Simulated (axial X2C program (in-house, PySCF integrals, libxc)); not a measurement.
# SbN: from the spin-free to the two-component result

Calculated with an axial X2C code built on PySCF integrals. Spin-free means the one-electron spin-free X2C Hamiltonian; two-component (2c) means X2C with spin–orbit coupling and atomic mean-field two-electron Coulomb and Gaunt terms, so the difference of the two also holds small scalar two-electron terms. Basis: Sb dyall-cv3z [11s12p8d4f1g], N dyall-av3z [7s7p3d2f] (cores contracted in-house); Gaussian nuclei, density fitting, unrestricted open shells. Masses: Sb 120.904 u, N 14.003 u.

Spin-free state: M_S = 0, Λ = 0 (closed shell); fragments Sb + N.

```
level  Re (Å)  ωe (cm⁻¹)  De (eV)  μ (D)
 TPSS   1.829      912.7    3.806  -3.55
```

Dipoles are positive if N is the positive end.

Two-component determinant lowest at the distance of the search:

Ω = 0 (closed shell); fragments Sb + N.

```
level  Re (Å)  ωe (cm⁻¹)  De (eV)  μ (D)
 TPSS   1.830      909.7    3.762  -3.55
```

From the two tables, how do the constants change at the TPSS level (2c against spin-free)?

At the TPSS level Re rises by 0.001 Å and ωe decreases by 3.0 cm⁻¹; De changes by -0.044 eV.

The state is a single determinant with fixed occupations, the lowest that a limited PBE0 search found. The closed shell is kept restricted, so the energy runs too high when the bond is stretched far. De is counted from the lowest determinant-based energies of the atoms at the same level, without counterpoise correction.
